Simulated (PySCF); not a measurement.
**Radial density of Sc (scandium, neutral)**

PBE, [Ar] 3d1 4s2, 2D determinant. Calculation: PySCF 2.14, in cc-pVTZ; no relativity, point nucleus.

```csv
r (bohr),4πr²ρ (e/bohr),4πr²(ρα − ρβ)
0.00131,0.1258,0.0000
0.00220,0.3427,0.0000
0.00370,0.9107,0.0000
0.00622,2.317,0.0000
0.0105,5.488,0.0001
0.0176,11.52,0.0002
0.0296,19.81,0.0003
0.0498,24.74,0.0002
0.0838,20.65,-0.0002
0.141,19.28,0.0016
0.237,26.28,0.0196
0.399,14.96,0.1069
0.671,7.147,0.3281
1.13,8.105,0.4782
1.90,2.109,0.3271
3.19,0.7607,0.1293
5.37,0.2245,0.0167
9.03,0.007897,0.0001
```

⟨L²⟩ = 7.20 against 6 for a pure D term, so this real determinant mixes terms. ⟨S²⟩ = 1.10 against 0.75 shows spin contamination.
